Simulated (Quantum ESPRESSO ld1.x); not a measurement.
Task: The mean radii <r> (bohr) of the occupied orbitals of an atom or ion are listed with their occupations. Calculated with ld1.x of Quantum ESPRESSO 7.5: non-relativistic Kohn-Sham, B86b exchange with PBE correlation, spin-unpolarised, spherical densities, point nucleus.

| orbital | occ. | <r> |
|---|---|---|
| 1s | 2 | 0.1202 |
| 2s | 2 | 0.5689 |
| 2p | 3 | 0.5151 |

Name the element and its charge.

Result: Z = 13, aluminium, charge +6: Al6+ in [He] 2s2 2p3. The 1s radius gives Z: for a bare nucleus <r> = 1.5/Z, 0.1154 bohr for Z = 13, and screening makes it slightly larger (0.1202 here). The occupations add up to 7, and the charge is Z minus that.
